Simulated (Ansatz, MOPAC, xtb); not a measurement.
Torsion H3–O1–Pb2–H4 in H2OPb (SMILES [OH][PbH]); at each angle all else is relaxed with GFN2-xTB, and the levels are single points there.
Geometry at 0° (charge 0, multiplicity 1):
| atom | x (Å) | y (Å) | z (Å) |
|---|---|---|---|
| O | -1.1562 | 0.2423 | 0.1510 |
| Pb | 0.8296 | 0.9885 | -0.0747 |
| H | -1.4065 | -0.6227 | -0.1590 |
| H | 1.5490 | -0.4988 | -0.9283 |
Energies count from the point at 0°.

Correlated levels freeze the cores. Filled d and f shells under p-block atoms count as core. CBS: X⁻³ extrapolation of the correlation energy, Hartree–Fock from the larger set. The state that PM7 reach isn't checked; PM7 holds dispersion and hydrogen-bond terms.

The values were computed with Ansatz (Gaussian basis) for Hartree–Fock, density functionals and correlated methods; MOPAC for PM7 (differences of heats of formation); xtb for the GFN methods. Each number belongs to the level named beside it. In def2 rows elements past Kr take small-core potentials, without spin–orbit coupling.

Energies in kcal/mol.

| dihedral (°) | PM7 | GFN2-xTB | BLYP/def2-TZVPP | SCS-MP2/def2-QZVPP | CCSD(T)/def2-TZVPP | CCSD(T)/CBS(def2-TZVPP, def2-QZVPP) |
|---|---|---|---|---|---|---|
| 0 | 0.00 | 0.00 | 0.00 | 0.00 | 0.00 | 0.00 |
| 30 | 0.99 | 1.50 | 1.65 | 1.45 | 1.54 | 1.40 |
| 60 | 5.50 | 4.85 | 6.85 | 5.86 | 6.20 | 5.60 |
| 150 | 1.12 | 5.43 | 2.73 | 2.76 | 2.97 | 2.72 |
| 180 | 0.06 | 4.34 | 1.13 | 1.37 | 1.50 | 1.38 |
| 210 | 1.12 | 5.43 | 2.73 | 2.76 | 2.97 | 2.72 |
| 300 | 5.50 | 4.85 | 6.85 | 5.86 | 6.20 | 5.60 |
| 330 | 0.99 | 1.50 | 1.65 | 1.45 | 1.54 | 1.40 |

Ansatz is a quantum-chemistry and plane-wave program.
